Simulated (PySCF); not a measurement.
# Relaxation of doublet [CBr2]+

Computed with PySCF, UPBE0, basis C def2-TZVP, Br def2-TZVP (no relativity, density fitting). A (50,194) grid was used.

A hand-made linear start, of D∞h symmetry, held to at least that symmetry:

```xyz
3
charge 1 multiplicity 2, angstrom
C     0.0000    0.0000    0.0000
Br    0.0000    0.0000    1.8522
Br    0.0000    0.0000   -1.8522
```

Optimiser trace:
```json
{"step": "0", "E − E(last) (kJ/mol)": "56.38", "largest gradient (Eh/bohr)": "0.06864"}
{"step": "1", "E − E(last) (kJ/mol)": "1.86", "largest gradient (Eh/bohr)": "0.01568"}
{"step": "2", "E − E(last) (kJ/mol)": "0.52", "largest gradient (Eh/bohr)": "0.00886"}
{"step": "3", "E − E(last) (kJ/mol)": "0.00", "largest gradient (Eh/bohr)": "0.00057"}
{"step": "4", "E − E(last) (kJ/mol)": "0.00", "largest gradient (Eh/bohr)": "0.00002"}
```

It ends at D∞h with C–Br 1.708 Å (×2); Br–C–Br 180.0°. A frequency run shows 1 imaginary mode, down to 394i cm⁻¹, so it is a saddle point. Other isomers or separated fragments may lie lower.

Final geometry:
```xyz
3
charge 1 multiplicity 2, angstrom
C     0.0000    0.0000    0.0000
Br    0.0000    0.0000    1.7083
Br    0.0000    0.0000   -1.7083
```

The relaxation took 32 s on 2 threads of a shared AMD EPYC 7R43 64-Core (Zen 3) host, with 127 basis functions and 5 gradients; the process peaked at 1.1 GiB. Launch command: `OMP_NUM_THREADS=2 python axn.py task.json out`.
